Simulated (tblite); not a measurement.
Species: C8H18BN.
SMILES with atom numbers: `[CH2:1]=[CH:2][CH2:3][C@@H:4]1[CH2:5][BH2-:6][N+:7]([CH3:8])([CH3:9])[CH2:10]1` (hydrogens: H11, H12 on C1; H13 on C2; H14, H15 on C3; H16 on C4; H17, H18 on C5; H19, H20 on B6; H21, H22, H23 on C8; H24, H25, H26 on C9; H27, H28 on C10)
Bond orders are those of one Lewis drawing.

Computed with GFN2-xTB (tblite), gas phase: L-BFGS steps from a force-field or distance-geometry start until the largest atomic force falls under 0.01 eV/Å.

Step 14: E = -828.6137 eV
```
atom  x, y, z in Å  |  force x, y, z in eV/Å
C1      3.3677    0.1527    1.5551    0.020  -0.010   0.027
C2      2.9499    0.5989    0.3851    0.001   0.011   0.030
C3      2.1751   -0.2354   -0.5878    0.013  -0.023  -0.007
C4      0.7552   -0.5591   -0.1035   -0.024  -0.043  -0.005
C5      0.0106   -1.4777   -1.0749   -0.043  -0.014  -0.035
B6     -1.5690   -1.0787   -0.9930   -0.084  -0.009  -0.007
N7     -1.5208    0.2903   -0.0394   -0.047   0.079   0.052
C8     -2.0155   -0.0094    1.3001    0.002  -0.007   0.064
C9     -2.3436    1.3526   -0.6065   -0.027   0.054  -0.018
C10    -0.1065    0.6966    0.0170   -0.008   0.009  -0.020
H11     3.1808   -0.8616    1.8663    0.015  -0.029   0.017
H12     3.9148    0.7677    2.2479    0.009   0.032   0.014
H13     3.1568    1.6192    0.0915   -0.027   0.037   0.016
H14     2.1144    0.2717   -1.5516   -0.002   0.016  -0.029
H15     2.6896   -1.1855   -0.7433    0.034  -0.031   0.011
H16     0.8311   -1.0391    0.8756   -0.022  -0.006   0.056
H17     0.4041   -1.3240   -2.0801    0.006   0.024  -0.039
H18     0.2149   -2.5190   -0.8270   -0.008  -0.011  -0.003
H19    -2.2635   -1.8638   -0.4330    0.021  -0.071   0.052
H20    -2.0439   -0.7529   -2.0339    0.057   0.015  -0.076
H21    -3.0427   -0.3625    1.2361    0.020  -0.020   0.000
H22    -1.9884    0.8779    1.9412    0.036   0.018  -0.015
H23    -1.4099   -0.7912    1.7475    0.024  -0.042  -0.005
H24    -2.0024    1.5767   -1.6139   -0.016   0.006  -0.020
H25    -2.2976    2.2642   -0.0018    0.018  -0.024   0.033
H26    -3.3767    1.0147   -0.6639    0.010   0.008  -0.001
H27     0.0949    1.3505   -0.8322    0.018  -0.015  -0.072
H28     0.0998    1.2538    0.9369    0.004   0.044  -0.023
```

Step 15: E = -828.6163 eV
```
atom  x, y, z in Å  |  force x, y, z in eV/Å
C1      3.3683    0.1526    1.5584    0.022   0.003  -0.004
C2      2.9481    0.5978    0.3884   -0.009   0.012   0.050
C3      2.1733   -0.2372   -0.5845    0.034  -0.030   0.012
C4      0.7532   -0.5600   -0.1007   -0.023  -0.052  -0.056
C5      0.0103   -1.4778   -1.0754   -0.063  -0.007  -0.025
B6     -1.5713   -1.0803   -0.9944   -0.053  -0.011  -0.010
N7     -1.5202    0.2859   -0.0438   -0.050   0.178   0.109
C8     -2.0109   -0.0103    1.2982   -0.001  -0.005   0.084
C9     -2.3424    1.3521   -0.6045   -0.037   0.076  -0.030
C10    -0.1067    0.6967    0.0112   -0.013  -0.026  -0.015
H11     3.1865   -0.8632    1.8693    0.022  -0.007   0.016
H12     3.9154    0.7721    2.2478   -0.001   0.012   0.019
H13     3.1483    1.6206    0.0964   -0.023   0.013   0.021
H14     2.1114    0.2724   -1.5465    0.002   0.009  -0.041
H15     2.6883   -1.1873   -0.7419    0.028  -0.016   0.016
H16     0.8238   -1.0392    0.8786   -0.009  -0.007   0.065
H17     0.4028   -1.3183   -2.0799    0.013   0.016  -0.040
H18     0.2170   -2.5193   -0.8309   -0.009  -0.013  -0.005
H19    -2.2664   -1.8635   -0.4324    0.025  -0.078   0.042
H20    -2.0459   -0.7530   -2.0353    0.060   0.004  -0.073
H21    -3.0379   -0.3641    1.2391    0.004  -0.009  -0.006
H22    -1.9805    0.8789    1.9380    0.032  -0.008  -0.033
H23    -1.4069   -0.7927    1.7463    0.043  -0.041  -0.006
H24    -2.0054    1.5816   -1.6120    0.002   0.000  -0.021
H25    -2.2922    2.2610    0.0048    0.013  -0.039   0.021
H26    -3.3763    1.0182   -0.6630   -0.006  -0.003   0.014
H27     0.0956    1.3421   -0.8439    0.009  -0.007  -0.071
H28     0.0999    1.2615    0.9268   -0.010   0.036  -0.031
```

Step 16: E = -828.6196 eV
```
atom  x, y, z in Å  |  force x, y, z in eV/Å
C1      3.3696    0.1526    1.5632    0.024   0.017  -0.037
C2      2.9453    0.5965    0.3936   -0.026   0.007   0.057
C3      2.1715   -0.2400   -0.5798    0.041  -0.029   0.030
C4      0.7501   -0.5623   -0.0975   -0.017  -0.045  -0.093
C5      0.0088   -1.4781   -1.0767   -0.068   0.002  -0.010
B6     -1.5754   -1.0825   -0.9963   -0.003  -0.008  -0.009
N7     -1.5202    0.2827   -0.0480   -0.037   0.223   0.129
C8     -2.0047   -0.0118    1.2970    0.000   0.001   0.079
C9     -2.3416    1.3526   -0.6022   -0.041   0.083  -0.029
C10    -0.1072    0.6967    0.0029   -0.014  -0.054  -0.011
H11     3.1946   -0.8654    1.8737    0.032   0.026   0.013
H12     3.9162    0.7784    2.2481   -0.014  -0.018   0.026
H13     3.1361    1.6228    0.1037   -0.019  -0.021   0.029
H14     2.1074    0.2734   -1.5402    0.012  -0.012  -0.036
H15     2.6873   -1.1899   -0.7397    0.019   0.008   0.022
H16     0.8134   -1.0393    0.8837    0.005  -0.001   0.044
H17     0.4010   -1.3102   -2.0804    0.012   0.000  -0.028
H18     0.2194   -2.5199   -0.8364   -0.016  -0.010  -0.016
H19    -2.2698   -1.8647   -0.4308    0.028  -0.071   0.019
H20    -2.0473   -0.7531   -2.0386    0.054  -0.013  -0.054
H21    -3.0312   -0.3665    1.2432   -0.016   0.007  -0.008
H22    -1.9692    0.8802    1.9333    0.022  -0.033  -0.027
H23    -1.4019   -0.7955    1.7446    0.060  -0.027  -0.012
H24    -2.0094    1.5884   -1.6100    0.023  -0.005  -0.015
H25    -2.2848    2.2561    0.0143   -0.004  -0.026   0.004
H26    -3.3760    1.0230   -0.6616   -0.031  -0.014   0.032
H27     0.0968    1.3305   -0.8611   -0.009  -0.008  -0.052
H28     0.0999    1.2726    0.9122   -0.019   0.020  -0.048
```

Problem. Estimate the geometry and energy of step 17. (The exact step hangs on the optimiser's Hessian estimate; all steps are aligned on step 16, rigid shifts and turns removed.)

Solution. E = -828.6227 eV, largest force 0.185 eV/Å
```
atom  x, y, z in Å  |  force x, y, z in eV/Å
C1      3.3715    0.1526    1.5676    0.023   0.024  -0.048
C2      2.9421    0.5955    0.3992   -0.044  -0.002   0.044
C3      2.1703   -0.2431   -0.5752    0.025  -0.019   0.034
C4      0.7468   -0.5654   -0.0955   -0.010  -0.020  -0.088
C5      0.0063   -1.4786   -1.0785   -0.046   0.008   0.001
B6     -1.5796   -1.0847   -0.9982    0.037   0.003  -0.003
N7     -1.5209    0.2828   -0.0500   -0.014   0.163   0.087
C8     -1.9988   -0.0132    1.2973    0.003   0.007   0.046
C9     -2.3417    1.3547   -0.6005   -0.036   0.064  -0.011
C10    -0.1077    0.6964   -0.0054   -0.011  -0.054  -0.011
H11     3.2030   -0.8671    1.8781    0.042   0.050   0.009
H12     3.9167    0.7841    2.2489   -0.022  -0.040   0.033
H13     3.1242    1.6247    0.1112   -0.016  -0.044   0.033
H14     2.1041    0.2739   -1.5346    0.026  -0.039  -0.016
H15     2.6871   -1.1925   -0.7372    0.014   0.026   0.029
H16     0.8035   -1.0394    0.8890    0.016   0.010  -0.002
H17     0.3991   -1.3024   -2.0813    0.003  -0.019  -0.008
H18     0.2210   -2.5206   -0.8420   -0.026  -0.006  -0.030
H19    -2.2720   -1.8673   -0.4288    0.032  -0.047  -0.009
H20    -2.0472   -0.7534   -2.0429    0.041  -0.027  -0.022
H21    -3.0251   -0.3687    1.2472   -0.025   0.023  -0.003
H22    -1.9579    0.8812    1.9289    0.008  -0.041   0.010
H23    -1.3961   -0.7987    1.7429    0.065  -0.003  -0.023
H24    -2.0129    1.5949   -1.6085    0.037  -0.008  -0.003
H25    -2.2778    2.2515    0.0235   -0.029   0.018  -0.011
H26    -3.3764    1.0276   -0.6598   -0.048  -0.015   0.044
H27     0.0978    1.3190   -0.8783   -0.029  -0.017  -0.023
H28     0.0999    1.2835    0.8974   -0.014   0.004  -0.060
```

The energy changes by -0.0031 eV. The first-order estimate −F·Δx gives -0.0043 eV and the mean of the old and new forces, exact on a quadratic surface, -0.0031 eV. The step makes an angle of 76° with the force vector and moves no atom by more than 0.021 Å.

What follows is the cost of the whole relaxation. The run took 0.73 s of wall time on an AMD EPYC 9R45 with one thread, shared host with 96 logical CPUs at a one-minute load of 27.
